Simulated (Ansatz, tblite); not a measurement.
Forces on Si₁₆Bi at its r2SCAN-D4/def2-SVP geometry. The state is a doublet with charge 0.

In the def2 sets Bi takes a core potential; there is no spin–orbit coupling. The xTB rows come from tblite. Single mean-field runs in def2-TZVP are fitted with def2-universal-jkfit. Another isomer (doublet) lies 0.22 eV lower at PBE0-D4/def2-TZVP; other spin states weren't run for this one.

GFN2-xTB (tblite), largest force 2.42 eV/Å:

```xyz
17
positions Å, forces eV/Å
Bi   -3.545    1.864    0.313    0.619   -0.297   -0.088
Si   -0.591   -0.066    2.659   -0.453    0.968    0.565
Si    2.859    1.422    0.652    0.625   -0.381    0.190
Si    0.999    3.072    0.202    0.247    0.407    0.206
Si    0.048   -1.275   -2.258    0.225   -1.422   -1.951
Si    1.997   -0.359   -0.875    0.891    0.460   -0.517
Si    0.361    1.277   -1.398    0.386    0.996   -0.480
Si   -2.365   -0.596    1.017   -0.133   -0.309    0.327
Si    2.052   -2.551   -1.823   -0.325    0.505    0.359
Si   -2.076    0.340   -1.363   -1.878    0.384   -0.557
Si   -1.751   -2.046   -0.814   -0.338   -0.170    0.166
Si    1.643   -0.459    1.554    1.245   -0.495    0.521
Si   -0.913    1.459    0.654   -0.257    0.166    0.122
Si   -0.839    0.708   -3.339    0.011   -0.009    0.436
Si    0.956    1.809    2.317   -0.866    0.438    0.823
Si    0.496   -2.303    0.034   -0.270   -1.522    0.231
Si    0.670   -2.297    2.470    0.273    0.281   -0.352
```

PBE-D4/def2-TZVP (Ansatz), largest force 0.16 eV/Å:

```
Bi 0.073 -0.052 -0.019
Si 0.016 -0.016 -0.032
Si 0.086 -0.053 -0.037
Si -0.067 0.124 -0.065
Si -0.021 0.026 0.078
Si -0.036 -0.017 -0.003
Si 0.015 -0.085 0.009
Si 0.105 0.076 -0.070
Si -0.016 0.022 0.017
Si 0.037 -0.014 0.104
Si 0.017 0.023 -0.013
Si -0.063 0.061 -0.026
Si 0.008 -0.149 0.019
Si -0.011 0.009 0.018
Si -0.059 -0.053 0.063
Si -0.018 0.068 0.018
Si -0.067 0.028 -0.063
```
